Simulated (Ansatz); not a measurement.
`O[SiH2]B(F)F` + `[NH2][GaH][OH]` → `[NH2][GaH][O][SiH2]O` + `FBF`  (cleavage of the Si–B bond)

Program: Ansatz. Geometries: PBE0-D4/def2-TZVP. ΔE: electronic, gas phase. CCSD(T)/CBS adds triple-zeta CCSD(T) − MP2 to the extrapolated MP2 energy (def2 sets, frozen cores). This one scheme is used for every species. DFT in def2-TZVPP. For Ga outer-core shells are correlated without core-valence functions, which leaves a few kJ/mol of doubt a bond. Scalar relativity is left out up to krypton. One conformer a species, not always the lowest.

`O[SiH2]B(F)F`:

Cartesian coordinates in Å:
```
O -1.441 -0.837 0.733
Si -0.439 -0.394 -0.498
B 1.189 0.625 0.186
F 2.223 0.898 -0.586
F 1.255 1.071 1.430
H -1.642 -0.186 1.407
H -0.020 -1.648 -1.170
H -1.126 0.470 -1.501
```

`[NH2][GaH][OH]`:

```xyz
7

N     0.209   -0.640    1.008
Ga   -0.342   -0.174   -0.656
O     0.002    1.491   -1.210
H     0.694   -0.031    1.644
H     0.059   -1.552    1.402
H    -1.089   -1.129   -1.617
H     0.467    2.035   -0.571
```

`[NH2][GaH][O][SiH2]O`:

Z-matrix (Å, degrees):
```
Si
O 1 1.655
O 1 1.618 2 112.6
H 1 1.482 2 104.5 3 -120.1
H 1 1.487 2 109.2 3 120.5
H 2 0.958 1 116.7 3 -83.9
Ga 3 1.795 1 133.7 2 -27.0
N 7 1.803 3 113.5 1 9.4
H 7 1.544 3 118.4 1 -172.3
H 8 1.007 7 120.8 3 -4.1
H 8 1.004 7 125.2 3 -175.6
```

`FBF`:

Z-matrix (Å, degrees):
```
B
F 1 1.313
F 1 1.313 2 118.1
H 1 1.191 2 121.0 3 180.0
```

| level | ΔE (eV) |
| --- | --- |
| ωB97M-V | -1.74 |
| r2SCAN | -1.68 |
| HF/def2-QZVPP | -1.93 |
| MP2/def2-QZVPP | -1.84 |

Q: What does CCSD(T)/CBS give? (Best estimate.)

A: Ansatz gave: -1.74 eV. The listed levels differ from it by 0.00, 0.06, -0.19, -0.10 eV.

Largest T1 diagnostic among the species: 0.014.

From PBE to PBE0 (25 % exact exchange), in def2-TZVPP and without D4, ΔE moves by −0.11 eV. The D4 term adds −0.08 eV with B3LYP and −0.04 eV with PBE0; it sums over pairs of atoms, weighted by their polarisabilities, and B3LYP, whose exchange is more repulsive, gets the larger term.

B3LYP here is the variant with VWN-RPA as its local correlation; programs differ in this.
